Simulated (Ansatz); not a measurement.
Reaction (cleavage of the Ga–Si bond): `[SiH3]O[SiH2][GaH2]` + arsine → `[GaH2][AsH2]` + disiloxane

Computed with Ansatz on PBE0-D4/def2-TZVP structures; ΔE is electronic, products minus reactants. CBS: MP2 limit from def2 TZ/QZ plus the TZ coupled-cluster correction, frozen cores. DFT in def2-TZVPP. For As, Ga outer-core shells are correlated without core-valence functions, which leaves a few kJ/mol of doubt a bond. Scalar relativity is left out up to krypton. Each species was taken in one conformer, which may not be the lowest.

CCSD(T)/CBS gives -55.4 kJ/mol.

Problem. Another level gave -62.4 kJ/mol. Which?
A. BHLYP/def2-TZVPP
B. RPA@PBE/def2-TZVPP
C. CAM-B3LYP/def2-TZVPP
D. PBE/def2-TZVPP

Solution. C. CAM-B3LYP -62.4, RPA@PBE/def2-TZVPP -53.9, BHLYP -70.8, PBE -45.8 kJ/mol.

Largest T1 diagnostic among the species: 0.013.

From BLYP to BHLYP (50 % exact exchange), in def2-TZVPP and without D4, ΔE moves by −9.7 kJ/mol. In def2-TZVPP, CCSD(T) changes the Hartree–Fock value by +33.1 kJ/mol (the triples alone add +4.2 kJ/mol) and MP2 by +25.0 kJ/mol. The D4 term adds +8.5 kJ/mol with B3LYP and +4.6 kJ/mol with PBE0; it sums over pairs of atoms, weighted by their polarisabilities, and B3LYP, whose exchange is more repulsive, gets the larger term.

CCSD(T)/CBS has its own doubt, a few kJ/mol and more with outer-core shells, so smaller differences from it don't rank the levels.

B3LYP here is the variant with VWN-RPA as its local correlation; programs differ in this.
